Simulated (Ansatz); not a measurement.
Total energies of `C=[CH][Zn][CH3]`.

Cartesian coordinates in Å:
```
C 1.3324 1.9777 -0.0166
C 0.1998 1.4669 0.4683
Zn -0.4117 -0.3302 0.1173
C -1.0073 -2.1388 -0.2466
H 1.6537 2.9963 0.1972
H 2.0056 1.4100 -0.6551
H -0.3908 2.1353 1.0968
H -0.2235 -2.7173 -0.7428
H -1.2718 -2.6593 0.6777
H -1.8863 -2.1407 -0.8963
```

The species carries charge 0 and has multiplicity 1. For Zn the d shell is correlated and the shells below it are frozen. Scalar relativity is left out up to krypton. All single points use the PBE0-D4/def2-TZVP geometry. It is one conformer, not always the lowest. Basis def2-TZVPP, Ansatz.

RPA on PBE orbitals: Hartree–Fock energy of these orbitals -1894.83170 Eh, correlation -1.50283 Eh (frozen core).

```json
{"functional": "PBE0", "kind": "global hybrid, 25 % exact exchange", "energy without D4 (Eh)": "-1896.93022", "D4 term (kJ/mol)": "-12.4"}
{"functional": "LC-ωPBE", "kind": "long-range corrected hybrid", "energy without D4 (Eh)": "-1897.02026", "D4 term (kJ/mol)": "–"}
```

Problem. Give the same for LDA (SPW92), PBE, revPBE, BLYP, r2SCAN, B97M-V, B3LYP, r2SCANh, r2SCAN0, HSE06 (plane-wave form), BHLYP, CAM-B3LYP, ωB97X-V, ωB97M-V, B2PLYP, PBE-QIDH. (An estimate is asked.)

Solution. Computed: 
```tsv
functional	kind	energy without D4 (Eh)	D4 term (kJ/mol)
LDA (SPW92)	LDA	-1893.31067	–
PBE	GGA	-1896.89626	-14.7
revPBE	GGA	-1897.17831	-47.9
BLYP	GGA	-1897.35593	-32.8
r2SCAN	meta-GGA	-1897.24004	-3.7
B97M-V	meta-GGA with VV10	-1896.97609	–
B3LYP	global hybrid, 20 %	-1897.39177	-23.8
r2SCANh	meta-GGA hybrid, 10 %	-1897.21868	-3.9
r2SCAN0	meta-GGA hybrid, 25 %	-1897.18843	-4.3
HSE06 (plane-wave form)	screened hybrid	-1896.92105	-11.5
BHLYP	global hybrid, 50 %	-1897.20861	-18.0
CAM-B3LYP	range-separated hybrid	-1897.37196	-12.5
ωB97X-V	range-separated hybrid GGA with VV10	-1897.12461	–
ωB97M-V	range-separated hybrid meta-GGA with VV10	-1897.16471	–
B2PLYP	double hybrid	-1896.93782	–
PBE-QIDH	double hybrid	-1896.66487	–
```

B3LYP takes the VWN-RPA correlation (the form of Gaussian; ORCA's B3LYP/G). HSE06 is the plane-wave form, built on full-range PBE exchange. The double hybrids freeze the cores in their second-order part.

LC-ωPBE has ω = 0.4 bohr⁻¹.
